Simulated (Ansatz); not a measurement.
# C4H6F4: which of these isomers lies lowest?

3 of its isomers, all singlets with charge 0: A = `CC(F)(F)CC(F)F`; B = `CC(F)(F)C(F)CF`; C = `CC(F)C(F)C(F)F`.

Shapes, held fixed at every level: PBE0-D4/def2-TZVP. Flexible molecules stand in one conformer, not always the lowest. Programs: Ansatz 0.2.0.

Electronic energies in kJ/mol, without zero-point or thermal terms.

| level | kind | B − A | C − A |
| --- | --- | --- | --- |
| HF/def2-TZVPP | Hartree–Fock | +47.5 | +57.0 |
| B3LYP-D4/def2-TZVPP | global hybrid | +46.0 | +56.0 |
| r2SCAN0-D4/def2-TZVPP | global hybrid | +50.6 | +62.8 |
| B2PLYP/def2-TZVPP | double hybrid | +48.0 | +57.9 |
| MP2/def2-TZVPP | perturbation theory | +50.8 | +61.4 |
| CCSD/def2-SVP | coupled cluster or CI | +54.4 | +61.9 |
| CCSD/def2-TZVPP | coupled cluster or CI | +47.9 | +57.9 |
| CCSD(T)/CBS estimate | coupled cluster or CI | +47.6 | +58.7 |

The highest level, CCSD(T)/CBS estimate, puts A lowest of these. All levels agree on that. The B − A difference spans +46.0 to +54.4 kJ/mol over the levels. The CBS estimate extrapolates MP2 from def2-TZVPP and def2-QZVPP and adds CCSD(T) − MP2 in the triple-zeta set, cores frozen.
